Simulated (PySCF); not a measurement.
SMILES c1cc(ccc1)CCC=C (C10H12) at its GFN2-xTB optimised geometry (Å):

```
22

C     -0.1148    -1.7833     3.2538
C     -0.5876    -2.5582     2.2967
C     -1.8265    -2.2715     1.5117
C     -1.4843    -1.9137     0.0527
C     -0.7130    -0.6270     0.0000
C     -1.3805     0.5913     0.0039
C     -0.6777     1.7826     0.0035
C      0.7066     1.7712     0.0023
C      1.3814     0.5628     0.0000
C      0.6754    -0.6270     0.0000
H      0.7916    -2.0165     3.7859
H     -0.6192    -0.8776     3.5474
H     -0.0595    -3.4613     2.0145
H     -2.3701    -1.4412     1.9658
H     -2.4722    -3.1538     1.5147
H     -0.8969    -2.7224    -0.3867
H     -2.4128    -1.8147    -0.5136
H     -2.4618     0.6053     0.0047
H     -1.2110     2.7224     0.0042
H      1.2568     2.7008     0.0020
H      2.4618     0.5471    -0.0013
H      1.2081    -1.5673    -0.0008
```

Computed with PBE/def2-SVP (PySCF).

Map of the deformation density (molecule minus spherical neutral atoms) (e/bohr³) on the plane z = 0.8 Å:

```
|:::::::::::::::::::::::::::::|
|:::::::::::::::::::::::::::::|
|:::::::::::::::::::::::::::::|
|:::::::::::::::::::::::::::::|
|:::::::::::..::::.:::::::::::|
|:::::::::...........:::::::::|
|::::::::.............::::::::|
|::::::::...:.....:...::::::::|
|::::::::.... ... ....::::::::|
|:::::::..... .:.  ....:::::::|
|::::::.....:.....:.....::::::|
|:::::......:.   .:.....::::::|
|:::::...:. ..   .. .....:::::|
|:::::........   .. .....:::::|
|::::::.....:.   .:.....::::::|
|::::::... .............::::::|
|::::::..     .:.  ....:::::::|
|:::::...      .......::::::::|
|:::::..  ..    ......::::::::|
|:::::.. :*+.   .....:::::::::|
|::::..  -@%:  ......:::::::::|
|::::....:=-.  ....:::::::::::|
|:::::...:.   ...:::::::::::::|
|:::::.....  ....:::::::::::::|
|:::::..........::::::::::::::|
|::::::........:::::::::::::::|
|:::::::::::::::::::::::::::::|
|:::::::::::::::::::::::::::::|
|:::::::::::::::::::::::::::::|
```
Scale: ten equal steps from -0.016 (start of ' ') to 0.056 (end of '@'), in the order ' .:-=+*#%@'; x runs from -5.00 to 5.00, y from -5.00 (bottom) to 5.00 (top).
